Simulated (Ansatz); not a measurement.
C2H3B (SMILES BC#C) moved off its minimum; all values from Ansatz (a first-principles code), cores frozen in correlated methods.
(charge 0, multiplicity 1)
```xyz
6

B     -1.1912    -0.0850    -0.7081
C      0.0826     0.0487     0.0611
C      1.1043     0.0540     0.6775
H      2.0981     0.1039     1.1761
H     -1.9649     0.8647    -0.6539
H     -1.5577    -0.9910    -1.3163
```

Task: Give the forces (eV/Å), the total energy and the dipole at CCSD(T)/cc-pVTZ.

Result: 
| atom | Fx | Fy | Fz |
|---|---|---|---|
| B1 | -1.193 | 1.851 | 0.434 |
| C2 | -1.903 | -0.569 | -1.329 |
| C3 | 4.134 | 0.274 | 2.082 |
| H4 | -1.557 | -0.086 | -0.617 |
| H5 | 0.429 | -0.473 | -0.082 |
| H6 | 0.090 | -0.997 | -0.488 |
Energy -102.5616 hartree, dipole 1.07 D.
